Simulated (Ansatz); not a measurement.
C$_{2}$H$_{5}$Cd, doublet, geometry from GFN2-xTB (such geometries of metal compounds can be far from the true shape) (the spin is typed, not shown lowest) (core potentials on Cd). Base run: PBE0/def2-SV(P) in Ansatz (a quantum-chemistry and plane-wave program).

Here is a job for Ansatz.
Ansatz 0.2 input:
```yaml
crystal:
  periodic: [false, false, false]
  atoms:
    - {symbol: Cd, position_ang: [0.29131305, 0.56175032, 0.38252380]}
    - {symbol: C, position_ang: [-0.06194642, -1.60761260, -0.75591768]}
    - {symbol: C, position_ang: [-1.46593042, -1.47270462, -1.31110621]}
    - {symbol: H, position_ang: [0.00958159, -2.42399845, -0.03318615]}
    - {symbol: H, position_ang: [0.67608025, -1.73578800, -1.55142422]}
    - {symbol: H, position_ang: [-1.53176292, -0.63365091, -2.01179403]}
    - {symbol: H, position_ang: [-2.19244167, -1.31585186, -0.50681331]}
    - {symbol: H, position_ang: [-1.77722280, -2.37282283, -1.85578147]}
basis:
  gaussian:
    orbitals: def2-SV_P_.json
hamiltonian:
  xc: pbe0
magnetization: {spin_polarized: true, initial_magnetization: 1}
```
The basis file holds def2-SV(P) in the JSON format of the Basis Set Exchange.

The bond that is stretched is that between atoms 1 and 2. A test that says stable can miss a lower solution.

Each row names what was changed in the base input (with any setting that the change needs).

```tsv
change	ΔE vs base (eV)	<S^2>	stability test says
base	0.00	0.766	minimum
spin_polarized = on; lower_state_search = off	0.00	0.766	undecided (no full test)
spin_polarized = on; lower_state_search = standard	0.00	0.766	minimum
bond × 1.25	0.26	0.761	minimum
spin_polarized = on; lower_state_search = off; bond × 1.25	0.26	0.761	undecided (no full test)
spin_polarized = on; lower_state_search = standard; bond × 1.25	0.26	0.761	minimum
bond × 1.5	0.34	0.754	minimum
spin_polarized = on; lower_state_search = off; bond × 1.5	0.34	0.754	undecided (no full test)
spin_polarized = on; lower_state_search = standard; bond × 1.5	0.34	0.754	minimum
bond × 1.8	0.38	0.753	minimum
spin_polarized = on; lower_state_search = off; bond × 1.8	0.38	0.753	undecided (no full test)
spin_polarized = on; lower_state_search = standard; bond × 1.8	0.38	0.753	minimum
bond × 2.2	0.39	0.753	minimum
spin_polarized = on; lower_state_search = off; bond × 2.2	0.39	0.753	undecided (no full test)
spin_polarized = on; lower_state_search = standard; bond × 2.2	0.39	0.753	minimum
bond × 3.0	0.40	0.753	minimum
spin_polarized = on; lower_state_search = off; bond × 3.0	0.40	0.753	undecided (no full test)
spin_polarized = on; lower_state_search = standard; bond × 3.0	0.40	0.753	minimum
```

On stretching, the SCF can end on different states; <S^2> shows the spin contamination of each.
